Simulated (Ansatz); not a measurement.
Molecule: CH8N3Si (charge 0, doublet). It need not be the lowest isomer of its formula. 
Structure (B3LYP-D3(BJ)/def2-TZVP (Ansatz, a program for electronic structure) minimum search):
```xyz
13

Si     0.0083    -0.0146    -0.0043
C      1.7198    -0.5763    -0.4047
N     -0.3969    -0.8184     1.4653
N     -0.8902    -0.2378    -1.4579
N     -0.2670     1.6435     0.3715
H      2.4306    -0.8822     0.3559
H      2.1332    -0.5320    -1.4069
H     -1.2755    -0.6303     1.9229
H     -0.0984    -1.7673     1.6249
H     -1.8547     0.0515    -1.5098
H     -0.7175    -1.0385    -2.0446
H      0.0492     2.0144     1.2534
H     -0.2231     2.3349    -0.3602
```
Charge 0, spin multiplicity 2.

Quantity: atomisation energy (electronic, to ground-state atoms), in kcal/mol. Correlated levels leave the core frozen unless marked. UHF or UKS for open shells. No spin-orbit coupling. No relativistic terms. The coupled-cluster limit lacks core correlation, which all-electron functionals hold. CBS marks a two-point X^-3 extrapolation of the correlation energy; Hartree-Fock from the larger set.

```
level                                        program  atomisation energy (kcal/mol)  minus last row
------------------------------------  --------------  -----------------------------  --------------
PBE/def2-TZVPD                                Ansatz                         1127.8            12.2
PBE-D3(BJ)/def2-TZVPD                 Ansatz + dftd3                         1134.3            18.7
BLYP-D4/def2-TZVPD                    Ansatz + dftd4                         1120.7             5.1
revPBE-D4/def2-TZVPD                  Ansatz + dftd4                         1107.5            -8.1
B3LYP-D3(BJ)/def2-TZVPD               Ansatz + dftd3                         1121.5             5.9
PBE0-D3(BJ)/def2-TZVP                 Ansatz + dftd3                         1111.2            -4.4
PBE0-D4/def2-TZVPD                    Ansatz + dftd4                         1112.8            -2.8
BHLYP-D4/def2-TZVPD                   Ansatz + dftd4                         1086.8           -28.8
HSE06-D4/def2-TZVPD                   Ansatz + dftd4                         1113.7            -1.9
CAM-B3LYP/def2-TZVPD                          Ansatz                         1119.7             4.1
wB97M-V/def2-TZVPD                            Ansatz                         1119.5             3.9
SCS-MP2/STO-3G                                Ansatz                          961.5          -154.1
SCS-MP2/cc-pV(T+d)Z                           Ansatz                         1093.5           -22.1
CCSD/cc-pV(Q+d)Z                              Ansatz                         1084.1           -31.5
CCSD(T)/CBS(cc-pV(T+d)Z,cc-pV(Q+d)Z)          Ansatz                         1115.6             0.0
```
